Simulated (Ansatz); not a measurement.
Program: Ansatz. Geometries: PBE0-D4/def2-TZVP. ΔE: electronic, gas phase. CCSD(T)/CBS is the MP2 limit (def2-TZVPP, def2-QZVPP) plus CCSD(T) − MP2 in def2-TZVPP, frozen cores. DFT in def2-TZVPP. For Se outer-core shells are correlated without core-valence functions, which leaves a few kJ/mol of doubt a bond. Scalar relativity is left out up to krypton. One conformer a species, not always the lowest.

`CB(S)C(N)F` + H₂Se → `NC(F)[SeH]` + `CBS`  (substitution at a C–B bond)

`CB(S)C(N)F`:

Z-matrix (Å, degrees):
```
C
B 1 1.557
H 1 1.096 2 110.1
H 1 1.096 2 108.9 3 -114.6
H 1 1.090 2 114.8 3 123.2
S 2 1.782 1 120.4 3 -125.6
C 2 1.595 1 120.5 3 52.1
H 6 1.347 2 96.4 1 -179.1
N 7 1.412 2 115.5 1 150.4
F 7 1.421 2 108.9 1 23.6
H 7 1.100 2 107.5 1 -88.9
H 9 1.011 7 112.4 2 -60.6
H 9 1.011 7 112.7 2 175.3
```

H₂Se:

Z-matrix (Å, degrees):
```
Se
H 1 1.467
H 1 1.467 2 91.2
```

`NC(F)[SeH]`:

```xyz
8

N    -0.293    1.124   -0.566
C     0.096   -0.200   -0.316
F     1.397   -0.395   -0.702
Se   -0.046   -0.677    1.608
H    -1.281    1.227   -0.736
H     0.036    1.790    0.119
H    -0.529   -0.889   -0.885
H     0.620   -1.980    1.478
```

`CBS`:

```xyz
8

C     0.172   -1.086    0.064
B    -0.268    0.406    0.141
S     0.610    1.637   -0.802
H    -0.672   -1.701   -0.269
H     0.414   -1.449    1.070
H     1.023   -1.286   -0.589
H    -1.187    0.758    0.821
H    -0.093    2.721   -0.435
```

Problem. Is it downhill or uphill in electronic energy at CCSD(T)/CBS, and by how much? (An estimate is asked.)

Solution. The calculation gave: Uphill: ΔE = +53.1 kJ/mol.

Problem. What do these levels give: ωB97X-V, B2PLYP, HF/def2-TZVPP, SCS-MP2/def2-TZVPP, HF/def2-QZVPP, MP2/def2-QZVPP? (An estimate is asked.)

Solution. Ansatz gave: ωB97X-V 54.4, B2PLYP 48.5, HF/def2-TZVPP 46.7, SCS-MP2/def2-TZVPP 49.0, HF/def2-QZVPP 46.0, MP2/def2-QZVPP 50.8 kJ/mol.

Largest T1 diagnostic among the species: 0.013.

In def2-TZVPP, CCSD(T) changes the Hartree–Fock value by +6.6 kJ/mol (the triples alone add −0.2 kJ/mol) and MP2 by +4.5 kJ/mol. From PBE to PBE0 (25 % exact exchange), in def2-TZVPP and without D4, ΔE moves by +3.4 kJ/mol. The D4 term adds +5.5 kJ/mol with B3LYP and +3.5 kJ/mol with PBE0; it sums over pairs of atoms, weighted by their polarisabilities, and B3LYP, whose exchange is more repulsive, gets the larger term.

B3LYP here is the variant with VWN-RPA as its local correlation; programs differ in this.
